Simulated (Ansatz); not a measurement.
Cartesian coordinates (Å):
```xyz
6

F     -0.6590     0.4749     1.2153
C     -0.4252    -0.0490     0.0014
F     -1.3439    -0.9965    -0.2272
F     -0.6129     0.9372    -0.8900
S      1.2171    -0.8115    -0.1297
H      1.8580     0.3353     0.1515
```
Charge 0, multiplicity 1.

These are frozen-core CCSD(T)/cc-pVTZ // B3LYP-D3(BJ)/def2-TZVP in Ansatz (a program for electronic structure) values and carry that method's errors.

```json
{
 "HF energy": "-734.44216 Ha",
 "MP2 correlation energy": "-1.08357 Ha"
}
```

Problem. Estimate the CCSD correlation energy, the (T) correction, the total energy and the T1 diagnostic.

Solution. 
| Item | Value |
|---|---|
| CCSD correlation energy | -1.10066 Ha |
| (T) correction | -0.03894 Ha |
| CCSD(T) total energy | -735.58176 Ha |
| T1 diagnostic | 0.012 |
